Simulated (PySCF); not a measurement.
**Computed properties of Ga(Cl)(OH)2 (ClGaH₂O₂), SMILES [OH][Ga]([OH])[Cl]**

Ga(Cl)(OH)2 (ClGaH2O2), SMILES [Cl][Ga]([OH])[OH]. The structure is a stationary point at B3LYP-D3(BJ)/def2-SVP. Other conformers were not sampled. All values are computed for the isolated molecule unless a solvent is named; none is compared with measurement here.

**Structure.** The optimised structure has Cs symmetry. All 12 harmonic modes at B3LYP-D3(BJ)/def2-SVP (PySCF) are real, so it is a minimum. With heavy atoms numbered as in [Ga:1]([Cl:2])([OH:3])[OH:5], the shortest bond between them is Ga1–O3 at 1.774 Å and the longest Ga1–Cl2 at 2.144 Å.

**Vibrations.** The strongest infrared lines (harmonic, unscaled, degenerate partners summed) lie at 324 cm⁻¹ (224 km/mol, H 92 %, O 8 %), 850 cm⁻¹ (120 km/mol, H 89 %, O 8 %), 743 cm⁻¹ (117 km/mol, O 74 %, Ga 24 %). The softest mode is at 148 cm⁻¹ and the zero-point energy is 17.7 kcal/mol.

**Electronic structure.** PBE0/def2-TZVPD (PySCF) places the frontier levels at -9.30 and -1.59 eV, a gap of 7.71 eV, and gives a dipole moment of 1.58 D and a mean polarisability of 49.1 bohr³.

**Excitations.** TDDFT-ωB97X/def2-SVPD (PySCF) has S1 at 6.69 eV (185 nm, f = 0.000, dark); the most intense of the 10 singlets computed lies at 8.58 eV (f = 0.22). T1 (TDA) is at 6.35 eV. No vertical singlet excitation falls in the visible range (under 3.1 eV).

**NMR.** GIAO shifts at PBE0/pcSseg-1 (PySCF) (non-relativistic, atoms alike by connectivity averaged): ¹H at 2.5 ppm against TMS. Without spin–orbit terms, shifts of atoms bonded to Cl or Br come out too high.
